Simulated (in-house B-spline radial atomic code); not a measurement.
Computed with a B-spline radial atomic code. Model: two electrons, singlet ground state, non-relativistic, full CI in B-splines with partial waves to l = 8 (at full coupling up to 3e-4 hartree above the limit, correlation up to 0.6 % small), density held at that of full coupling by Lieb maximisation.

Along the adiabatic connection the electron repulsion is scaled by a coupling λ while a local potential keeps the density fixed. At λ = 0 the system is the Kohn-Sham one and W equals the exchange energy; the exchange-correlation energy is the area under W between 0 and 1. The kinetic energy rises with λ as the electrons avoid each other, with dT/dλ = −λ dW/dλ.

Command:
```bash
python run_ac.py task.json out
```
Settings (lengths in bohr, energies in hartree):
```
potential              harmonic
strength               0.527
lmax                   8
```

Time taken, with all properties: 9.9 s on 1 thread of Intel(R) Xeon(R) Processor @ 2.30GHz, on a shared host.

**W = mean repulsion less Hartree energy, and W of three functionals.**

Given: confinement harmonic well; well frequency 0.527 hartree; external potential omega^2 r^2/2.

Computed: LDA exchange minus exact 76.292 millihartree; PBE exchange minus exact 22.63 millihartree.

```csv
coupling,W xc (hartree),W xc minus exchange (millihartree),kinetic minus Kohn-Sham (millihartree),LDA (PW92) W minus its exchange (millihartree),PBE W minus its exchange (millihartree),SCAN W minus its exchange (millihartree)
0,-0.52997,0,0,0,0,0
0.02,?,?,?,?,?,?
0.05,-0.53492,-4.946,0.12,-20.89,-7.91,-4.61
0.12,-0.54148,-11.51,0.68,-38.73,-17.48,-10.62
0.25,-0.55265,-22.678,2.73,-62.45,-32.48,-20.79
0.4,-0.56408,-34.107,6.43,-82.88,-46.88,-31.23
0.6,-0.57727,-47.301,12.99,-104.03,-62.88,-43.46
0.8,-0.58854,-58.572,20.85,-120.92,-76.3,-54.15
1,-0.59825,-68.286,29.57,-134.99,-87.84,-63.59
1.4,-0.61409,-84.122,48.43,-157.46,-106.84,-79.51
2,-0.63162,-101.65,77.93,-182.31,-128.52,-98.03
3,?,?,?,?,?,?
4.5,-0.66909,-139.12,192.15,-238.54,-179.42,-140.58
7,-0.6862,-156.23,288.38,-266.83,-205.69,-160.11
10,-0.69809,-168.12,387.95,-287.79,-225.36,-172.73
```

Q: What belongs in the row 0.02?

A: W xc (hartree): -0.53197; W xc minus exchange (millihartree): -2.005; kinetic minus Kohn-Sham (millihartree): 0.02; LDA (PW92) W minus its exchange (millihartree): -10.47; PBE W minus its exchange (millihartree): -3.31; SCAN W minus its exchange (millihartree): -1.89.

Q: What belongs in the row 3?

A: W xc (hartree): -0.65114; W xc minus exchange (millihartree): -121.17; kinetic minus Kohn-Sham (millihartree): 125.99; LDA (PW92) W minus its exchange (millihartree): -210.83; PBE W minus its exchange (millihartree): -154.07; SCAN W minus its exchange (millihartree): -119.82.

Q: What is the SCAN exchange minus exact?

A: 1.1058 millihartree.

**Energy parts, natural occupations and partial-wave weights.**

Computed: total energy 2.0958 hartree; exchange energy -0.52997 hartree; correlation energy -0.038717 hartree; kinetic part of the DFT correlation energy 0.029568 hartree; initial slope twice GL2 -0.10115 hartree; Hartree energy 1.0599 hartree; Lieb Oxford ratio E_xc over LDA exchange 1.2535.

| natural | occupation of the shell (electrons) |
| --- | --- |
| s | 1.9508 |
| p | 0.045189 |
| s | 0.0024004 |
| d | ? |
| p | 0.0002455 |
| f | 0.00012852 |

Q: What belongs in the row d?

A: occupation of the shell (electrons): 0.0011146.

```csv
wave,weight
s,0.9766
p,0.022724
d,?
f,7.0638e-05
g,1.5367e-05
```

Q: What belongs in the row d?

A: weight: 0.00058092.

Q: What is the Kohn-Sham kinetic?

A: 0.67204 hartree.

Q: What is the kinetic part over minus potential part?

A: 0.43301.

Half-way to full coupling W has made 60 % of its drop, against 50 % for a straight line, and second-order (GL2) theory, half the initial slope, overshoots the correlation energy by about 31 %: a marked bend. Over couplings 0 to 1 the errors in E_xc come to about +28 millihartree for LDA, +10 millihartree for PBE, +4.1 millihartree for SCAN, so SCAN is nearest. In LDA and PBE the errors of exchange and correlation have opposite signs, so the sum is smaller than the larger of the two.
